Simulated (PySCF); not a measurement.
PySCF job for B(Cl)(Br)(OMe) (CH3BBrClO), SMILES COB(Br)Cl, TDA-LC-ωPBE/def2-SVPD. The structure is a stationary point at B3LYP-D3(BJ)/def2-SVP. Other conformers were not sampled.

```python
import numpy as np
from pyscf import gto, scf, dft, tdscf

mol = gto.M(
    atom='''
    B    -0.22862304   -0.56837295    0.11799957
    Cl   -0.58751690   -1.24022959    1.70749514
    Br    0.48202334    1.23811359   -0.00066989
    O    -0.45621135   -1.32117260   -0.95406889
    C    -0.24835860   -1.00428850   -2.32029871
    H     0.46458581   -1.72803264   -2.74227501
    H    -1.20742495   -1.10082634   -2.85026344
    H     0.14276695    0.01576268   -2.44708759
    ''',
    basis='def2-SVPD',
    charge=0,
    spin=0,
    max_memory=1600,
    verbose=4,
)
mf = dft.RKS(mol, xc='lc_wpbe').density_fit(auxbasis='def2-universal-jkfit')
mf.grids.level = 3
mf.conv_tol = 1e-9
mf.max_cycle = 100
mf.kernel()
mf.grids = dft.Grids(mol).set(level=1).build(with_non0tab=True)  # coarser grid for the response kernel
td = tdscf.TDA(mf)
td.singlet = True
td.nstates = 10
td.conv_tol = 1e-4
td.positive_eig_threshold = 1e-6
td.kernel(x0=td.get_init_guess(mf, 15))
td.analyze()
tt = tdscf.TDA(mf)
tt.singlet = False
tt.nstates = 4
tt.conv_tol = 1e-4
tt.positive_eig_threshold = 1e-6
tt.kernel(x0=tt.get_init_guess(mf, 9))
tt.analyze(verbose=3)
```

It prints:

```
PySCF version 2.14.0

[INPUT] verbose = 4
[INPUT] num. atoms = 8
[INPUT] num. electrons = 74
[INPUT] charge = 0
[INPUT] spin (= nelec alpha-beta = 2S) = 0
[INPUT] symmetry False subgroup None
[INPUT] Mole.unit = angstrom
[INPUT] Symbol           X                Y                Z      unit          X                Y                Z       unit  Magmom
[INPUT]  1 B     -0.228623040000  -0.568372950000   0.117999570000 AA   -0.432034931365  -1.074069212111   0.222986870116 Bohr   0.0
[INPUT]  2 Cl    -0.587516900000  -1.240229590000   1.707495140000 AA   -1.110246034553  -2.343694256682   3.226698173626 Bohr   0.0
[INPUT]  3 Br     0.482023340000   1.238113590000  -0.000669890000 AA    0.910892098248   2.339695596202  -0.001265908634 Bohr   0.0
[INPUT]  4 O     -0.456211350000  -1.321172600000  -0.954068890000 AA   -0.862114506418  -2.496654377280  -1.802928906068 Bohr   0.0
[INPUT]  5 C     -0.248358600000  -1.004288500000  -2.320298710000 AA   -0.469329734680  -1.897830215050  -4.384729089082 Bohr   0.0
[INPUT]  6 H      0.464585810000  -1.728032640000  -2.742275010000 AA    0.877939942259  -3.265508423909  -5.182148727139 Bohr   0.0
[INPUT]  7 H     -1.207424950000  -1.100826340000  -2.850263440000 AA   -2.281702471467  -2.080260293307  -5.386217284461 Bohr   0.0
[INPUT]  8 H      0.142766950000   0.015762680000  -2.447087590000 AA    0.269790435139   0.029787148189  -4.624325347922 Bohr   0.0

nuclear repulsion = 377.365906621359
number of shells = 63
number of NR pGTOs = 251
number of NR cGTOs = 155
basis = def2-SVPD
ecp = {}


[settings echo left out]
init E= -3172.87275658444
  HOMO = -0.389698776372441  LUMO = 0.00673198345201076  gap/eV = 10.78743
cycle= 1 E= -3173.25586448805  delta_E= -0.383  |g|= 0.635  |ddm|= 3.61
  HOMO = -0.410344984844533  LUMO = 0.0221208916313409  gap/eV = 11.76800
cycle= 2 E= -3173.2743254086  delta_E= -0.0185  |g|= 0.644  |ddm|= 1.25
  HOMO = -0.41010819465193  LUMO = 0.0508506021824702  gap/eV = 12.54333
cycle= 3 E= -3173.35061081945  delta_E= -0.0763  |g|= 0.0708  |ddm|= 0.597
  HOMO = -0.413194930856338  LUMO = 0.0520883800239154  gap/eV = 12.66100
cycle= 4 E= -3173.35169047144  delta_E= -0.00108  |g|= 0.0293  |ddm|= 0.119
  HOMO = -0.413647452953632  LUMO = 0.0516975924103926  gap/eV = 12.66268
cycle= 5 E= -3173.35193581164  delta_E= -0.000245  |g|= 0.00603  |ddm|= 0.0409
  HOMO = -0.413377189841205  LUMO = 0.0518159520241288  gap/eV = 12.65855
cycle= 6 E= -3173.35194769454  delta_E= -1.19e-05  |g|= 0.00191  |ddm|= 0.0133
  HOMO = -0.413279123423159  LUMO = 0.0518219043998807  gap/eV = 12.65604
cycle= 7 E= -3173.35194885512  delta_E= -1.16e-06  |g|= 0.000465  |ddm|= 0.00355
  HOMO = -0.413348217361608  LUMO = 0.0518153405004682  gap/eV = 12.65775
cycle= 8 E= -3173.35194897164  delta_E= -1.17e-07  |g|= 0.00011  |ddm|= 0.0012
  HOMO = -0.413332915215897  LUMO = 0.0518169064145071  gap/eV = 12.65737
cycle= 9 E= -3173.35194897966  delta_E= -8.02e-09  |g|= 3.52e-05  |ddm|= 0.00036
  HOMO = -0.413335150058548  LUMO = 0.0518167510708065  gap/eV = 12.65743
cycle= 10 E= -3173.35194898026  delta_E= -5.92e-10  |g|= 1.29e-05  |ddm|= 8.39e-05
  HOMO = -0.413334310133975  LUMO = 0.0518167087820895  gap/eV = 12.65740
Extra cycle  E= -3173.35194898033  delta_E= -7.82e-11  |g|= 7.69e-06  |ddm|= 3.62e-05
converged SCF energy = -3173.35194898033
tot grids = 36608
Overwritten attributes  positive_eig_threshold  of <class 'pyscf.tdscf.rks.TDA'>


******** <class 'pyscf.tdscf.rks.TDA'> for <class 'pyscf.df.df_jk.DFRKS'> ********
nstates = 10 singlet
deg_eia_thresh = 1.000e-03
wfnsym = None
conv_tol = 0.0001
eigh lindep = 1e-12
eigh level_shift = 0
eigh max_cycle = 100


Excitation energies (eV)
[6.97306549 7.71636254 7.79633376 7.96665124 8.06595796 8.15249879
 8.37991029 8.74833932 9.01818408 9.08261682]

** Singlet excitation energies and oscillator strengths **
Excited State   1:      6.97307 eV    177.80 nm  f=0.0000
      37 -> 39       -0.69725
Excited State   2:      7.71636 eV    160.68 nm  f=0.1024
      36 -> 39        0.66158
Excited State   3:      7.79633 eV    159.03 nm  f=0.0006
      33 -> 39       -0.14868
      34 -> 39       -0.67637
Excited State   4:      7.96665 eV    155.63 nm  f=0.0347
      35 -> 39        0.14771
      36 -> 39        0.13014
      37 -> 38       -0.50898
      37 -> 40        0.20218
      37 -> 41       -0.11106
      37 -> 43        0.14082
      37 -> 47        0.26385
      37 -> 50        0.11530
Excited State   5:      8.06596 eV    153.71 nm  f=0.0004
      33 -> 39       -0.64487
      34 -> 39        0.15531
      36 -> 38       -0.13449
Excited State   6:      8.15250 eV    152.08 nm  f=0.0283
      33 -> 39       -0.18798
      36 -> 38        0.50774
      36 -> 40       -0.19180
      36 -> 41        0.11606
      36 -> 43       -0.15557
      36 -> 47       -0.31729
Excited State   7:      8.37991 eV    147.95 nm  f=0.2740
      35 -> 39        0.64962
      37 -> 38        0.14041
Excited State   8:      8.74834 eV    141.72 nm  f=0.0159
      37 -> 38       -0.36306
      37 -> 40       -0.29343
      37 -> 43       -0.26632
      37 -> 45        0.28664
      37 -> 47       -0.17691
Excited State   9:      9.01818 eV    137.48 nm  f=0.0936
      35 -> 38        0.38297
      35 -> 40        0.13409
      35 -> 47       -0.11775
      36 -> 38        0.28183
      36 -> 40        0.15267
      36 -> 41       -0.13226
      36 -> 43        0.24466
      36 -> 44       -0.10823
      36 -> 45       -0.19478
      36 -> 47        0.15073
      36 -> 51        0.11118
Excited State  10:      9.08262 eV    136.51 nm  f=0.0000
      35 -> 38       -0.43327
      35 -> 40       -0.18433
      35 -> 43        0.10296
      35 -> 47        0.12674
      36 -> 38        0.24663
      36 -> 40        0.18380
      36 -> 43        0.17673
      36 -> 45       -0.21579
      36 -> 47        0.14104

** Transition electric dipole moments (AU) **
state          X           Y           Z        Dip. S.      Osc.
  1        -0.0022      0.0012      0.0005      0.0000      0.0000
  2         0.2672      0.6850     -0.0277      0.5414      0.1024
  3        -0.0529      0.0155     -0.0021      0.0030      0.0006
  4         0.1416      0.3273     -0.2251      0.1778      0.0347
  5        -0.0432      0.0188     -0.0068      0.0023      0.0004
  6         0.3502     -0.1360      0.0193      0.1415      0.0283
  7        -0.1011     -0.0752      1.1483      1.3345      0.2740
  8         0.0129     -0.0148     -0.2714      0.0740      0.0159
  9         0.6045     -0.2384      0.0381      0.4237      0.0936
 10         0.0061     -0.0006      0.0002      0.0000      0.0000

** Transition velocity dipole moments (imaginary part, AU) **
state          X           Y           Z        Dip. S.      Osc.
  1        -0.0020      0.0008     -0.0000      0.0000      0.0000
  2         0.0281      0.0762      0.0224      0.0071      0.0167
  3        -0.0002     -0.0005     -0.0001      0.0000      0.0000
  4         0.0306      0.0583     -0.1241      0.0197      0.0449
  5        -0.0413      0.0165     -0.0037      0.0020      0.0045
  6         0.1239     -0.0482      0.0072      0.0177      0.0394
  7        -0.0335     -0.0459      0.2495      0.0655      0.1418
  8         0.0057      0.0070     -0.0406      0.0017      0.0036
  9         0.1534     -0.0608      0.0094      0.0273      0.0549
 10        -0.0381      0.0155     -0.0023      0.0017      0.0034

** Transition magnetic dipole moments (imaginary part, AU) **
state          X           Y           Z
  1         0.1039      0.3133      0.3320
  2         0.1614     -0.0630      0.0008
  3         0.0830      0.0539     -1.0146
  4         0.5165     -0.1995      0.0349
  5        -0.1246     -0.4135     -0.6087
  6        -0.0176      0.0108      0.3048
  7         0.3899     -0.1561      0.0250
  8         1.2450     -0.4829      0.0769
  9         0.0121      0.1261      0.4914
 10         0.1104      0.4174      0.8652


******** <class 'pyscf.tdscf.rks.TDA'> for <class 'pyscf.df.df_jk.DFRKS'> ********
nstates = 4 triplet
deg_eia_thresh = 1.000e-03
wfnsym = None
conv_tol = 0.0001
eigh lindep = 1e-12
eigh level_shift = 0
eigh max_cycle = 100


Excitation energies (eV)
[6.80565181 6.82063583 7.0902614  7.38095213]

** Triplet excitation energies and oscillator strengths **
Excited State   1:      6.80565 eV    182.18 nm  f=0.0000
Excited State   2:      6.82064 eV    181.78 nm  f=0.0000
Excited State   3:      7.09026 eV    174.87 nm  f=0.0000
Excited State   4:      7.38095 eV    167.98 nm  f=0.0000
```

Self-consistency was reached.
